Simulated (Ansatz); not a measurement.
Two isomers of C2H5NSi: A = `C[SiH]1C=N1`, B = `[SiH3]C1C=N1`.

Gas-phase electronic energies from Ansatz, PBE0-D4/def2-TZVP geometries. CCSD(T)/CBS is the MP2 limit (def2-TZVPP, def2-QZVPP) plus CCSD(T) − MP2 in def2-TZVPP, frozen cores. DFT in def2-TZVPP. B3LYP here is the variant with VWN-RPA as its local correlation; programs differ in this.

A:

Z-matrix (Å, degrees):
```
C
Si 1 1.855
H 1 1.093 2 110.6
H 1 1.091 2 110.2 3 120.1
H 1 1.093 2 111.0 3 -119.7
C 2 1.778 1 123.9 3 -136.3
N 2 1.793 1 119.4 3 -86.9
H 2 1.479 1 114.5 3 57.9
H 6 1.092 2 162.0 1 -80.8
```

B:

Z-matrix (Å, degrees):
```
Si
C 1 1.869
H 1 1.489 2 109.8
H 1 1.486 2 108.9 3 119.8
H 1 1.487 2 110.8 3 -119.6
C 2 1.453 1 123.5 3 -104.8
N 2 1.561 1 118.4 3 -161.7
H 2 1.091 1 117.3 3 56.3
H 6 1.083 2 150.3 1 80.3
```

**Question.** Which isomer does CCSD(T)/CBS put lower? Give the gap. (An estimate is asked.)

**Answer.** Ansatz gave: A, by 125.7 kJ/mol.

**Question.** Give E(B) − E(A) in kJ/mol with MP2/def2-TZVPP, B2PLYP, LDA (SPW92), B3LYP-D4, B3LYP, CCSD(T)/def2-TZVPP, CCSD(T)/def2-SVP. (An estimate is asked.)

**Answer.** Computed: MP2/def2-TZVPP 122.8, B2PLYP 124.9, LDA (SPW92) 129.6, B3LYP-D4 124.0, B3LYP 124.2, CCSD(T)/def2-TZVPP 121.6, CCSD(T)/def2-SVP 95.7. None reverses the order clearly.

**Question.** Does the order hold for the free energy at 298.15 K (harmonic terms from PBE0-D4)? (Estimate.)

**Answer.** Computed: Yes: G(B) − G(A) = +113.4 kJ/mol.

Largest T1 diagnostic: 0.014.

From BLYP to BHLYP (50 % exact exchange), in def2-TZVPP and without D4, E(B) − E(A) moves by +5.9 kJ/mol. Leaving LDA and LC-ωPBE aside and taking each functional with its dispersion term where it has one, the values, not all of them listed here, spread over 12.7 kJ/mol, from revPBE-D4 to r2SCAN0-D4. LDA lies +5.6 kJ/mol from PBE without D4.
